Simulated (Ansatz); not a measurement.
C8H9N3O2, SMILES c1(n(C)ccc1)-c1nnc(o1)OC. Atoms are numbered in the order given.

```xyz
22

C      3.9166    -0.5056     0.2876
O      3.3761     0.8023     0.2918
C      2.0749     0.9333     0.1957
N      1.4014     2.0321     0.1844
N      0.0829     1.6566     0.0679
C      0.0489     0.3618     0.0170
C     -1.0586    -0.5443    -0.1029
C     -1.0436    -1.9342    -0.1543
C     -2.3827    -2.3594    -0.2740
C     -3.1672    -1.2198    -0.2915
N     -2.3655    -0.1241    -0.1880
C     -2.8268     1.2453    -0.1723
O      1.3051    -0.1697     0.0947
H      3.5385    -1.0949     1.1372
H      3.6775    -1.0318    -0.6495
H      5.0020    -0.3847     0.3763
H     -0.1506    -2.5532    -0.1087
H     -2.7430    -3.3834    -0.3405
H     -4.2464    -1.1061    -0.3707
H     -3.9209     1.2430    -0.2537
H     -2.5257     1.7490     0.7560
H     -2.3946     1.8135    -1.0069
```

Geometry: PBE0-D3(BJ)/def2-SVP. This is a generated structure with no PubChem entry under its InChIKey; it may be hypothetical. The values are those of a single conformer.

Two levels are set side by side: PBE-D3(BJ)/def2-SVP (Ansatz, a quantum-chemistry and plane-wave program) and PBE0-D3(BJ)/def2-SVP (Ansatz). Each level has its own optimised geometry; the coordinates shown are those of the second. Differences are taken from unrounded values.

```json
[
 {"quantity": "mean bond length (Å)", "PBE0-D3(BJ)": "1.263", "PBE-D3(BJ)": "1.275", "PBE-D3(BJ) minus PBE0-D3(BJ)": "0.011"},
 {"quantity": "bond C1–O2 (Å)", "PBE0-D3(BJ)": "1.415", "PBE-D3(BJ)": "1.430", "PBE-D3(BJ) minus PBE0-D3(BJ)": "0.015"},
 {"quantity": "bond O2–C3 (Å)", "PBE0-D3(BJ)": "1.311", "PBE-D3(BJ)": "1.325", "PBE-D3(BJ) minus PBE0-D3(BJ)": "0.013"},
 {"quantity": "bond C3–N4 (Å)", "PBE0-D3(BJ)": "1.289", "PBE-D3(BJ)": "1.305", "PBE-D3(BJ) minus PBE0-D3(BJ)": "0.016"},
 {"quantity": "bond C3–O13 (Å)", "PBE0-D3(BJ)": "1.349", "PBE-D3(BJ)": "1.369", "PBE-D3(BJ) minus PBE0-D3(BJ)": "0.020"},
 {"quantity": "bond N4–N5 (Å)", "PBE0-D3(BJ)": "1.376", "PBE-D3(BJ)": "1.390", "PBE-D3(BJ) minus PBE0-D3(BJ)": "0.014"},
 {"quantity": "bond N5–C6 (Å)", "PBE0-D3(BJ)": "1.296", "PBE-D3(BJ)": "1.314", "PBE-D3(BJ) minus PBE0-D3(BJ)": "0.018"},
 {"quantity": "bond C6–C7 (Å)", "PBE0-D3(BJ)": "1.436", "PBE-D3(BJ)": "1.438", "PBE-D3(BJ) minus PBE0-D3(BJ)": "0.002"},
 {"quantity": "bond C6–O13 (Å)", "PBE0-D3(BJ)": "1.366", "PBE-D3(BJ)": "1.386", "PBE-D3(BJ) minus PBE0-D3(BJ)": "0.020"},
 {"quantity": "bond C7–C8 (Å)", "PBE0-D3(BJ)": "1.391", "PBE-D3(BJ)": "1.405", "PBE-D3(BJ) minus PBE0-D3(BJ)": "0.014"},
 {"quantity": "bond C7–N11 (Å)", "PBE0-D3(BJ)": "1.375", "PBE-D3(BJ)": "1.389", "PBE-D3(BJ) minus PBE0-D3(BJ)": "0.013"},
 {"quantity": "bond C8–C9 (Å)", "PBE0-D3(BJ)": "1.410", "PBE-D3(BJ)": "1.417", "PBE-D3(BJ) minus PBE0-D3(BJ)": "0.007"},
 {"quantity": "bond C9–C10 (Å)", "PBE0-D3(BJ)": "1.384", "PBE-D3(BJ)": "1.395", "PBE-D3(BJ) minus PBE0-D3(BJ)": "0.012"},
 {"quantity": "bond C10–N11 (Å)", "PBE0-D3(BJ)": "1.362", "PBE-D3(BJ)": "1.374", "PBE-D3(BJ) minus PBE0-D3(BJ)": "0.012"},
 {"quantity": "bond N11–C12 (Å)", "PBE0-D3(BJ)": "1.445", "PBE-D3(BJ)": "1.454", "PBE-D3(BJ) minus PBE0-D3(BJ)": "0.009"},
 {"quantity": "bond C1–H14 (Å)", "PBE0-D3(BJ)": "1.101", "PBE-D3(BJ)": "1.110", "PBE-D3(BJ) minus PBE0-D3(BJ)": "0.009"},
 {"quantity": "bond C1–H15 (Å)", "PBE0-D3(BJ)": "1.101", "PBE-D3(BJ)": "1.110", "PBE-D3(BJ) minus PBE0-D3(BJ)": "0.009"}
]
```

GGA bonds tend to be longer and softer than those of functionals with exact exchange. Differences between two approximate levels are no errors against the true value.
